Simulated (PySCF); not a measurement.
Compound: C2H10Si2.
SMILES with atom numbers: `[CH3:1][SiH2:2][CH2:3][SiH3:4]` (hydrogens: H5, H6, H7 on C1; H8, H9 on Si2; H10, H11 on C3; H12, H13, H14 on Si4)

Cartesian coordinates in Å at the PBE0-D3(BJ)/def2-SVP level; atoms count from 1:
```xyz
14
C2H10Si2 angstrom
C     -1.8360    0.4767   -0.3570
Si    -0.9501   -0.2075    1.1525
C      0.8813    0.2422    1.1445
Si     1.8715   -0.4107   -0.3146
H     -1.7608    1.5749   -0.3912
H     -2.9039    0.2103   -0.3334
H     -1.4067    0.0771   -1.2886
H     -1.5885    0.3317    2.3962
H     -1.0830   -1.6994    1.1852
H      1.3356   -0.1432    2.0739
H      0.9810    1.3413    1.1747
H      1.7283   -1.8961   -0.4203
H      1.3831    0.1943   -1.5933
H      3.3245   -0.0857   -0.1736
```

The calculation used PBE0-D3(BJ)/def2-SVP geometry optimisation, gas phase (PySCF 2.14.0).

Take the most abundant isotopes and a rigid rotor. The values belong to one conformer with, in the numbering `[CH3:1][SiH2:2][CH2:3][SiH3:4]`, C1–Si2–C3–Si4 -61°.

Task: Give the principal moments of inertia and the rotational constants in MHz.

Result: Ia = 69.26, Ib = 233.51, Ic = 271.76 u·Å²; 505379 MHz·u·Å²/I gives A = 7296, B = 2164, C = 1860 MHz.

Task: What kind of rotor is it?

Result: An asymmetric top. Ray's parameter κ = (2B − A − C)/(A − C) = -0.888; −1 is the prolate and +1 the oblate limit.

Task: Is it planar, by Δ = Ic − Ia − Ib?

Result: Not planar: Δ = Ic − Ia − Ib = -31.01 u·Å². For a rigid frame Δ = −2 Σ m c², so Σ m c² = 15.51 u·Å² lies off the ab plane: 10.34 from hydrogen and 5.16 from heavier atoms. The atom farthest from that plane is 1.70 Å away.

Task: Give the other two planar moments, Paa and Pbb, and the rms extents of the mass along the axes.

Result: Paa = Σ m a² = (Ib + Ic − Ia)/2 = 218.01 and Pbb = Σ m b² = (Ia + Ic − Ib)/2 = 53.76 u·Å². With the mass M = 90.03 u, the rms extents √(P/M) along a, b and c are 1.56, 0.77, 0.42 Å.

Task: Predict some low-J microwave lines.

Result: The dipole components are |μa| = 0.25 D, |μb| = 0.01 D, |μc| = 0.68 D. Intensities carry the squares of the components, which stand as 0.14 : 0.00 : 1.00 (a : b : c). Some lines, for components of 0.1 D or more:

```tsv
type	branch	J(Ka,Kc)	MHz	lower level (cm⁻¹)
c	Q	5(1,5) ← 5(0,5)	3364	1.998
c	Q	4(2,3) ← 4(1,3)	14356	1.568
c	Q	2(2,1) ← 2(1,1)	15397	0.594
a	R	4(1,3) ← 3(1,2)	16677	1.012
a	R	5(3,3) ← 4(3,2)	20161	2.930
a	R	5(3,2) ← 4(3,1)	20168	2.930
c	Q	5(3,3) ← 5(2,3)	26085	2.732
c	R	3(2,2) ← 2(1,2)	28382	0.564
c	R	4(2,3) ← 3(1,3)	32861	0.951
c	R	5(2,3) ← 4(1,3)	34898	1.568
c	Q	5(4,2) ← 5(3,2)	36946	3.603
c	R	3(3,0) ← 2(2,0)	38489	1.108
c	R	5(3,2) ← 4(2,2)	46441	2.053
```

Task: Estimate the classical rotational partition function at 200 K, 298.15 K and 500 K.

Result: Point group C1, symmetry number σ = 1; q = (√π/σ)·√((kT/h)³/(ABC)), k/h = 20836.6 MHz/K: 88000 at 200 K, 160000 at 298.15 K, 348000 at 500 K.

No PBE0-D3(BJ)/def2-SVP frequencies stand behind this structure, so it isn't proved a minimum. No vibrational averaging or centrifugal distortion is included, and the geometry carries the error of its method. A rigid rotor knows nothing of internal rotation, which can split or shift real lines.
